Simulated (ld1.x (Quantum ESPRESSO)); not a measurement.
# Eu (Z = 63): excitation energies, all-electron against RRKJ

- Element: europium (Eu)
- Generator: ld1.x (Quantum ESPRESSO) 7.5
- Type: norm-conserving RRKJ (Kleinman–Bylander form)
- Functional: PW91
- Relativity: scalar-relativistic
- Frozen core: [Kr] 4d10
- Valence charge: 17
- Reference configuration: 4f7 5s2 5p6 5d0 6s2 6p0
- Partial waves: 5p (bound): rc 1.75 bohr; 5d (bound, empty): rc 3.80 bohr; 4f (bound): rc 1.00 bohr; 5s (bound): rc 1.70 bohr
- Local potential: the s channel
- Core correction: none
- rho0: 0.001

Occupied shells without a wave of their own: 6s. They enter only through the test configuration that unscreens the potential.

Energies are relative to the spin-unpolarised reference configuration 4f7 5s2 5p6 5d0 6s2 6p0; without spin polarisation the order of configurations can differ from experiment.

Give the all-electron excitation energy and the error of the potential for: 4f7 5s2 5p6 5d0 6s1 6p0; 4f7 5s2 5p6 5d0 6s0 6p0; 4f6 5s2 5p6 5d0 6s0 6p0; 4f7 5s2 5p5 5d0 6s2 6p0; 4f7 5s2 5p6 5d0 6s0 6p1; 4f6 5s2 5p6 5d0 6s2 6p0; 4f7 5s2 5p6 5d1 6s0 6p0.

| valence configuration | charge | ΔE all-electron (eV) | error AE − PS (meV) |
| --- | --- | --- | --- |
| 4f7 5s2 5p6 5d0 6s1 6p0 | +1 | 6.054 | -181 |
| 4f7 5s2 5p6 5d0 6s0 6p0 | +2 | 17.326 | -492 |
| 4f6 5s2 5p6 5d0 6s0 6p0 | +3 | 41.822 | -936 |
| 4f7 5s2 5p5 5d0 6s2 6p0 | +1 | 28.848 | -26 |
| 4f7 5s2 5p6 5d0 6s0 6p1 | +1 | 9.268 | -380 |
| 4f6 5s2 5p6 5d0 6s2 6p0 | +1 | 9.598 | +8.2 |
| 4f7 5s2 5p6 5d1 6s0 6p0 | +1 | 7.608 | -302 |

ld1.x printed “convergence not achieved” for 7 of the counted tests; their residual had stalled under 1e-8, short of the target of 1e-14. The 6s level has no wave, so the channel is fitted at the deeper level alone: the likely source of the large errors.
